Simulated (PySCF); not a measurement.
## Electronic structure of Re (rhenium, neutral) at the MN15 level

Configuration: [Xe] 4f14 5d5 6s2, high-spin 6S determinant. All numbers are calculated (PySCF 2.14, scalar relativity through the core potential, in aug-cc-pVDZ-PP with ECP60MDF (5s5p4d2f, 54 functions)).

| Quantity | Value |
| --- | --- |
| Total energy | -78.3603 hartree |
| One-electron energy | -132.9480 hartree |
| Hartree (Coulomb) energy | 62.9055 hartree |
| Exchange-correlation energy | -8.3178 hartree |
| ⟨S²⟩ | 8.7576 |
| ⟨L²⟩ | 0.000 |
| Sum of ⟨r⟩ | 25.43 bohr |
| Sum of ⟨r²⟩ | 56.85 bohr² |
| Time after the integrals | 2.9 s of wall time on 1 thread of Neoverse-N1 (shared host) |

```csv
shell,electrons,mean orbital energy (hartree),"rms radius, mean of both spins (bohr)"
5s α,1,-3.25593,1.12
5s β,1,-3.16784,1.12
5p α,3,-1.85920,1.31
5p β,3,-1.75706,1.31
5d α,5,-0.30779,2.10
6s α,1,-0.29472,3.33
6s β,1,-0.23118,3.33
```

Energies and moments cover only the electrons outside the core potential. Spin-orbit coupling, which splits the p, d and f shells strongly at this Z, is absent.
